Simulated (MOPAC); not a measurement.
MOPAC input (PM6):

```
PM6 1SCF GEO-OK AUX(PRECISION=9) THREADS=1
C2HBCl2

C     2.67672200 1   -0.48056300 1   -0.20093300 1
C     1.49358800 1   -0.26815000 1   -0.11211900 1
B     0.01755200 1   -0.00315100 1   -0.00131800 1
Cl   -0.62911000 1    1.57112300 1   -0.41445000 1
Cl   -1.06680700 1   -1.26664800 1    0.54175700 1
H     3.72097900 1   -0.66804200 1   -0.27932200 1
```

Output:

```
 *******************************************************************************
 **                                                                           **
 **                              MOPAC v23.2.5                                **
 **                                                                           **
 *******************************************************************************
 ** MOPAC's Digital Object Identifier: https://doi.org/10.5281/zenodo.6511958 **
 **                                                                           **
 ** Please cite the open-source release paper for use of this MOPAC version:  **
 ** J. E. Moussa and J. J. P. Stewart (2026)                                  **
 ** MOPAC: An open-source semiempirical molecular orbital program             **
 ** J. Open Source Softw., 11(119), 8025, https://doi.org/10.21105/joss.08025 **
 *******************************************************************************

                              PM6 CALCULATION RESULTS

 *******************************************************************************
 *  PM6        - The PM6 Hamiltonian to be used
 *  GEO-OK     - OVERRIDE INTERATOMIC DISTANCE AND OTHER SAFETY CHECKS
 *  1SCF       - DO 1 SCF AND THEN STOP
 *  AUX        - OUTPUT AUXILIARY INFORMATION
 *******************************************************************************
PM6 1SCF GEO-OK AUX(PRECISION=9) THREADS=1
 C2HBCl2

   ATOM   CHEMICAL          X               Y               Z
  NUMBER   SYMBOL      (ANGSTROMS)     (ANGSTROMS)     (ANGSTROMS)

     1       C          2.67672200  *  -0.48056300  *  -0.20093300  *
     2       C          1.49358800  *  -0.26815000  *  -0.11211900  *
     3       B          0.01755200  *  -0.00315100  *  -0.00131800  *
     4      Cl         -0.62911000  *   1.57112300  *  -0.41445000  *
     5      Cl         -1.06680700  *  -1.26664800  *   0.54175700  *
     6       H          3.72097900  *  -0.66804200  *  -0.27932200  *

          CARTESIAN COORDINATES

    NO.       ATOM           X           Y           Z

     1         C          2.6767     -0.4806     -0.2009
     2         C          1.4936     -0.2681     -0.1121
     3         B          0.0176     -0.0032     -0.0013
     4        Cl         -0.6291      1.5711     -0.4145
     5        Cl         -1.0668     -1.2666      0.5418
     6         H          3.7210     -0.6680     -0.2793

 General Reference for PM6:
 "Optimization of Parameters for Semiempirical Methods V: Modification of NDDO Approximations
 and Application to 70 Elements", J. J. P. Stewart, J. Mol. Mod., 13, 1173-1213 (2007)
 URL: https://link.springer.com/article/10.1007/s00894-007-0233-4

           Empirical Formula: C2 H B Cl2  =     6 atoms

      MOLECULAR POINT GROUP   :   C2v

      RHF CALCULATION, NO. OF DOUBLY OCCUPIED LEVELS = 13

 -------------------------------------------------------------------------------
 PM6 1SCF GEO-OK AUX(PRECISION=9) THREADS=1
 C2HBCl2

     1SCF WAS SPECIFIED, SO BFGS WAS NOT USED
     SCF FIELD WAS ACHIEVED

                              PM6 CALCULATION
                                                       MOPAC v23.2.5 Linux

          FINAL HEAT OF FORMATION =         -9.77161 KCAL/MOL =     -40.88441 KJ/MOL

          COSMO AREA              =        128.17 SQUARE ANGSTROMS
          COSMO VOLUME            =        113.99 CUBIC ANGSTROMS

          IONIZATION POTENTIAL    =         11.283476 EV
          HOMO LUMO ENERGIES (EV) =        -11.283 -0.799
          NO. OF FILLED LEVELS    =         13
          MOLECULAR WEIGHT        =        106.7459         POINT GROUP:  C2v

          MOLECULAR DIMENSIONS (Angstroms)

            Atom       Atom       Distance
            H     6   Cl     5     4.89442
           Cl     5   Cl     4     2.87809
           Cl     4    B     3     0.00000

          SCF CALCULATIONS        =          1

   ATOM   CHEMICAL          X               Y               Z
  NUMBER   SYMBOL      (ANGSTROMS)     (ANGSTROMS)     (ANGSTROMS)

     1       C          2.67672200  *  -0.48056300  *  -0.20093300  *
     2       C          1.49358800  *  -0.26815000  *  -0.11211900  *
     3       B          0.01755200  *  -0.00315100  *  -0.00131800  *
     4      Cl         -0.62911000  *   1.57112300  *  -0.41445000  *
     5      Cl         -1.06680700  *  -1.26664800  *   0.54175700  *
     6       H          3.72097900  *  -0.66804200  *  -0.27932200  *

                             CARTESIAN COORDINATES

   1    C        2.676722000    -0.480563000    -0.200933000
   2    C        1.493588000    -0.268150000    -0.112119000
   3    B        0.017552000    -0.003151000    -0.001318000
   4   Cl       -0.629110000     1.571123000    -0.414450000
   5   Cl       -1.066807000    -1.266648000     0.541757000
   6    H        3.720979000    -0.668042000    -0.279322000

           Empirical Formula: C2 H B Cl2  =     6 atoms

      MOLECULAR POINT GROUP   :   C2v

                  EIGENVALUES
 -26.77477 -26.51263 -26.29778 -20.42728 -17.71493 -15.02444 -14.99726 -13.15756
 -11.64371 -11.61917 -11.52678 -11.41012 -11.28348  -0.79892  -0.62556   0.62876
   1.80095   2.16725   3.25577   5.22881   6.61070  87.25573  87.30317  87.48341
  88.29362  88.29425  88.47055  88.50291  88.65237  89.04992  89.10025

              NET ATOMIC CHARGES AND DIPOLE CONTRIBUTIONS

  ATOM NO.   TYPE          CHARGE      No. of ELECS.   s-Pop       p-Pop       d-Pop
    1          C          -0.121221        4.1212     1.16874     2.95248
    2          C          -0.228530        4.2285     1.17138     3.05715
    3          B           0.409544        2.5905     0.96235     1.62810
    4         Cl          -0.128360        7.1284     1.99165     5.13378     0.00293
    5         Cl          -0.128361        7.1284     1.99165     5.13378     0.00293
    6          H           0.196929        0.8031     0.80307
 DIPOLE           X         Y         Z       TOTAL
 POINT-CHG.     1.402    -0.252    -0.105     1.428
 HYBRID         0.167    -0.030    -0.013     0.170
 SUM            1.569    -0.282    -0.118     1.598

          ATOMIC ORBITAL ELECTRON POPULATIONS

     Atom    s        px        py        pz      x^2-y^2     xz        z^2       yz        xy
    1  C   1.16874   1.03488   0.99197   0.92563
    2  C   1.17138   1.03379   0.99823   1.02513
    3  B   0.96235   0.68787   0.60679   0.33345
    4 Cl   1.99165   1.87810   1.40655   1.84913   0.00084   0.00011   0.00039   0.00053   0.00106
    5 Cl   1.99165   1.71099   1.60106   1.82173   0.00097   0.00030   0.00036   0.00045   0.00084
    6  H   0.80307

 **********************
 *                    *
 * JOB ENDED NORMALLY *
 *                    *
 **********************

 == MOPAC DONE ==
```

The geometry given is a B3LYP-D3(BJ)/def2-TZVP minimum.
